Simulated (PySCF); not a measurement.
**Two-component Hartree-Fock for Sm⁵¹⁺ (samarium, charge +51)**

Start: [Ne] 3s1; 3s1/2 filled at m_j = +1/2. Calculated with PySCF 2.14 in an even-tempered Gaussian basis (18 s from 14 bohr⁻², ratio 2.4; 14 p from 18 bohr⁻², ratio 2.4; 4 d from 57 bohr⁻², ratio 2.6; 4 f from 85 bohr⁻², ratio 2.6): generalised Hartree-Fock with the X2C-1e Hamiltonian and a Gaussian nucleus; one run each with spin-orbit coupling (SO) switched off, then screened by Boettger's factors.

```tsv
spinor shell	electrons	ε, spin-free (eV)	ε, screened SO (eV)	weight of nominal j (screened SO)	rms radius, screened SO (bohr)
1s1/2	2	-50881.1	-50875.2	1.000	0.0259
2s1/2	2	-11374.1	-11372.7	1.000	0.103
2p1/2	2	-10558.5	-10998.3	1.000	0.0880
3s1/2	1	-4658.1	-4657.8	1.000	0.245
```

Where does 2p3/2 lie, and what is the 2p spin-orbit splitting (screened SO)?

At -10369.7 eV, 628.60 eV above 2p1/2.

```tsv
quantity	spin-free	screened SO
E (hartree)	-7671.84632	-7676.65431
M_J	1/2	1/2
⟨J²⟩	0.750	0.750
⟨L²⟩	0.000	0.015
⟨S²⟩	0.750	0.765
```

Each row is a mean over spinors that exchange with the open shell spreads, by up to 12.757 eV (2s1/2).

Breit and QED terms are absent; they matter most for the inner s and p1/2 levels.

Densities and radii are taken from the X2C orbitals without a picture-change correction, which distorts them close to the nucleus.

Without spin-orbit coupling the j labels of p, d and f shells carry no meaning; the spin-free column gives the mean over the occupied spinors of each nl shell.
